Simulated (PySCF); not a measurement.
NMR data simulated for an unnamed compound:

¹H NMR (300 MHz, computed): δ 7.45 (m, 1H), 7.34 (m, 1H), 4.72 (s, 2H), 2.20 (br s, 1H).

¹³C{¹H} NMR (computed): δ 154.3 (CH), 138.2 (CH).

One averaged value for each set of equivalent atoms, a single conformation, relativity neglected, gas phase. Structure optimised with GFN2-xTB; σ from GIAO-PBE0/pcSseg-1; PySCF 2.14.

Referencing at the same level of theory: ¹H (σ = 31.72 ppm), ¹³C (σ = 186.93 ppm) vs TMS.

Question: Which of these does the molecule contain: an NH or NH2 group, a three-membered ring, an OH group, a CH3CH2 unit, a Si–H bond, a non-aromatic C=C double bond?

Answer: 
- An NH or NH2 group: no.
- A three-membered ring: no.
- An OH group: yes (δH 2.20 (br s)).
- A CH3CH2 unit: no.
- A Si–H bond: yes (δH 4.72 (s)).
- A non-aromatic C=C double bond: yes.

The data belong to SMILES O[SiH2]O/C=C/F, C2H5FO2Si; they needn't prove each group on their own.

Carbon signals by region: 2 in the sp2 and nitrile region (100–160 ppm).

OH and NH positions are those of a molecule without intermolecular hydrogen bonds; in solution they move with solvent, concentration and temperature, and exchange usually removes their couplings. Splittings by ¹⁹F in the carbon and heteronuclear signals aren't shown, as no couplings were computed. Shifts are as computed. Against solution values, carbons near 30 ppm lie about +3 ppm off and those near 130 ppm about +5 ppm. Of 1211 compounds with measured shifts, 218 miss one by over three times the rms of a fit or turn the order of signals round; such compounds aren't used in these exercises. No couplings were computed; multiplicities are counted from neighbouring protons, with m where these are inequivalent, close in shift, in a saturated or five-membered ring or joined by F or P, and br s for small geminal =CH2 splittings.
